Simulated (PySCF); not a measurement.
C2H4N, SMILES [CH2]N=C, multiplicity 2. Coordinates come from a PBE-D3(BJ)/def2-TZVP optimisation. The isomer is the one that the SMILES or the coordinates give; other isomers of the formula were not compared.

Level of theory: PBE-D3(BJ)/def2-TZVP run with PySCF 2.14.0.

Harmonic wavenumbers (cm⁻¹): 217, 453, 566, 826, 850, 1077, 1145, 1234, 1306, 1445, 1497, 2941, 2953, 3122, 3124. Rotational constants (GHz): 65.43, 11.81, 10.00; symmetry number 2.

Work out the zero-point energy and the ideal-gas rigid-rotor harmonic-oscillator thermochemistry at 298.15 K and 1 atm.

ZPE = ½ Σ hcν = ½ × 22758 cm⁻¹ = 32.53 kcal/mol. H − E(el) = 35.65 kcal/mol. Entropy in cal/(mol K): translation 37.14, rotation 19.88, vibration 3.85, spin 1.38, total 62.24. G − E(el) = 17.10 kcal/mol. Cp = 14.44 cal/(mol K).
